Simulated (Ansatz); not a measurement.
**Molecular dynamics of BCl₂F**

input.yaml

```yaml
crystal:
  periodic: [false, false, false]
  atoms:
    - { symbol: B, position_ang: [0.032461, -2.0e-06, 0.018734] }
    - { symbol: Cl, position_ang: [0.009744, 1.0e-06, 1.771795] }
    - { symbol: Cl, position_ang: [1.539304, 1.0e-06, -0.877458] }
    - { symbol: F, position_ang: [-1.11381, 1.0e-06, -0.643071] }
basis:
  gaussian: { orbitals: def2-SVP }
hamiltonian:
  xc: pbe
  dispersion: d4
md:
  timestep: 2.0
  n_steps: 250
  ensemble: nve
  temperature: 300.0
  initial_velocities: maxwell_boltzmann
  seed: 235526
```

Command:

```bash
$ ansatz run input.yaml --threads 1 --pin off --max-ram 2048MiB --backend cpu --events-out ev --progress --plain --runs-dir out
```

It starts from a relaxed structure.

Output, in part (one step line in 9, the closing report, with atoms numbered from 0):

```
md step     0: t =     0.00 fs  T =   300.0 K  F+E_penalty+E_count = -28418.12957017 eV  E_kin = 0.077556 eV  conserved = -28418.05201417 eV  (24 SCF iters)
md step     9: t =    18.00 fs  T =   160.2 K  F+E_penalty+E_count = -28418.09302654 eV  E_kin = 0.041424 eV  conserved = -28418.05160296 eV  (24 SCF iters)
md step    18: t =    36.00 fs  T =   204.6 K  F+E_penalty+E_count = -28418.10480814 eV  E_kin = 0.052899 eV  conserved = -28418.05190926 eV  (24 SCF iters)
md step    27: t =    54.00 fs  T =   191.8 K  F+E_penalty+E_count = -28418.10095034 eV  E_kin = 0.049574 eV  conserved = -28418.05137615 eV  (24 SCF iters)
md step    36: t =    72.00 fs  T =   124.3 K  F+E_penalty+E_count = -28418.08315131 eV  E_kin = 0.032123 eV  conserved = -28418.05102823 eV  (24 SCF iters)
md step    45: t =    90.00 fs  T =   124.6 K  F+E_penalty+E_count = -28418.08327600 eV  E_kin = 0.032203 eV  conserved = -28418.05107325 eV  (25 SCF iters)
md step    54: t =   108.00 fs  T =    45.1 K  F+E_penalty+E_count = -28418.06213449 eV  E_kin = 0.011662 eV  conserved = -28418.05047207 eV  (24 SCF iters)
md step    63: t =   126.00 fs  T =   130.4 K  F+E_penalty+E_count = -28418.08438141 eV  E_kin = 0.033718 eV  conserved = -28418.05066308 eV  (25 SCF iters)
md step    72: t =   144.00 fs  T =    73.1 K  F+E_penalty+E_count = -28418.06949697 eV  E_kin = 0.018891 eV  conserved = -28418.05060631 eV  (25 SCF iters)
md step    81: t =   162.00 fs  T =    61.0 K  F+E_penalty+E_count = -28418.06649378 eV  E_kin = 0.015777 eV  conserved = -28418.05071683 eV  (25 SCF iters)
md step    90: t =   180.00 fs  T =   192.7 K  F+E_penalty+E_count = -28418.10121789 eV  E_kin = 0.049824 eV  conserved = -28418.05139351 eV  (25 SCF iters)
md step    99: t =   198.00 fs  T =   167.9 K  F+E_penalty+E_count = -28418.09470440 eV  E_kin = 0.043406 eV  conserved = -28418.05129842 eV  (24 SCF iters)
md step   108: t =   216.00 fs  T =   174.0 K  F+E_penalty+E_count = -28418.09653617 eV  E_kin = 0.044986 eV  conserved = -28418.05155042 eV  (24 SCF iters)
md step   117: t =   234.00 fs  T =   202.0 K  F+E_penalty+E_count = -28418.10414713 eV  E_kin = 0.052220 eV  conserved = -28418.05192682 eV  (24 SCF iters)
md step   126: t =   252.00 fs  T =   217.8 K  F+E_penalty+E_count = -28418.10798876 eV  E_kin = 0.056309 eV  conserved = -28418.05168011 eV  (24 SCF iters)
md step   135: t =   270.00 fs  T =   226.0 K  F+E_penalty+E_count = -28418.11011180 eV  E_kin = 0.058438 eV  conserved = -28418.05167409 eV  (23 SCF iters)
md step   144: t =   288.00 fs  T =   116.6 K  F+E_penalty+E_count = -28418.08152329 eV  E_kin = 0.030140 eV  conserved = -28418.05138378 eV  (24 SCF iters)
md step   153: t =   306.00 fs  T =   146.0 K  F+E_penalty+E_count = -28418.08868662 eV  E_kin = 0.037744 eV  conserved = -28418.05094268 eV  (24 SCF iters)
md step   162: t =   324.00 fs  T =   140.7 K  F+E_penalty+E_count = -28418.08739184 eV  E_kin = 0.036380 eV  conserved = -28418.05101174 eV  (24 SCF iters)
md step   171: t =   342.00 fs  T =    61.6 K  F+E_penalty+E_count = -28418.06652283 eV  E_kin = 0.015927 eV  conserved = -28418.05059579 eV  (25 SCF iters)
md step   180: t =   360.00 fs  T =    94.8 K  F+E_penalty+E_count = -28418.07527965 eV  E_kin = 0.024504 eV  conserved = -28418.05077560 eV  (24 SCF iters)
md step   189: t =   378.00 fs  T =    91.5 K  F+E_penalty+E_count = -28418.07430298 eV  E_kin = 0.023643 eV  conserved = -28418.05065977 eV  (25 SCF iters)
md step   198: t =   396.00 fs  T =   146.5 K  F+E_penalty+E_count = -28418.08876648 eV  E_kin = 0.037883 eV  conserved = -28418.05088331 eV  (25 SCF iters)
md step   207: t =   414.00 fs  T =   113.2 K  F+E_penalty+E_count = -28418.08061390 eV  E_kin = 0.029267 eV  conserved = -28418.05134655 eV  (23 SCF iters)
md step   216: t =   432.00 fs  T =   198.5 K  F+E_penalty+E_count = -28418.10299284 eV  E_kin = 0.051319 eV  conserved = -28418.05167392 eV  (24 SCF iters)
md step   225: t =   450.00 fs  T =   232.0 K  F+E_penalty+E_count = -28418.11168490 eV  E_kin = 0.059989 eV  conserved = -28418.05169591 eV  (24 SCF iters)
md step   234: t =   468.00 fs  T =   194.0 K  F+E_penalty+E_count = -28418.10195941 eV  E_kin = 0.050149 eV  conserved = -28418.05181022 eV  (24 SCF iters)
md step   243: t =   486.00 fs  T =   204.7 K  F+E_penalty+E_count = -28418.10478756 eV  E_kin = 0.052927 eV  conserved = -28418.05186081 eV  (24 SCF iters)
md step   250: t =   500.00 fs  T =   184.5 K  F+E_penalty+E_count = -28418.09931523 eV  E_kin = 0.047710 eV  conserved = -28418.05160551 eV  (25 SCF iters)
Total energy: -28418.09933924 eV, -1044.3458882373 hartree
Atom 0 at     0.031427    -0.010654     0.030762 Å, force     0.246008     0.113137    -0.417626 eV/Å
Atom 1 at    -0.008417     0.001337     1.791878 Å, force     0.135972    -0.032955    -0.313026 eV/Å
Atom 2 at     1.564636     0.001194    -0.909200 Å, force    -0.843800    -0.036040     0.580381 eV/Å
Atom 3 at    -1.126603     0.001343    -0.628160 Å, force     0.461819    -0.044142     0.150270 eV/Å
Dipole moment:     0.025743    -0.004740     0.048293 e Å
```

The run went to its last step. The conserved energy stayed within 0.4 meV per atom of its start (net change 0.1 meV per atom), so the integration is sound. The temperature averaged 0.50 of the 300 K drawn at the start: a run that starts near a minimum puts about half its kinetic energy into the potential. A run of 0.5 ps of so small a system gives no equilibrium averages.

The same pairs are bonded in the first frame and the last. Pairs count as bonded within 1.25 times the sum of covalent radii (0.12 Å more for H–H).

Last frame:

```xyz
4
Properties=species:S:1:pos:R:3
B 0.031 -0.011 0.031
Cl -0.008 0.001 1.792
Cl 1.565 0.001 -0.909
F -1.127 0.001 -0.628
```

Time of the run: 4.4 min on 1 thread of Arm Neoverse V2, on a shared host, peak memory 0.1 GiB.
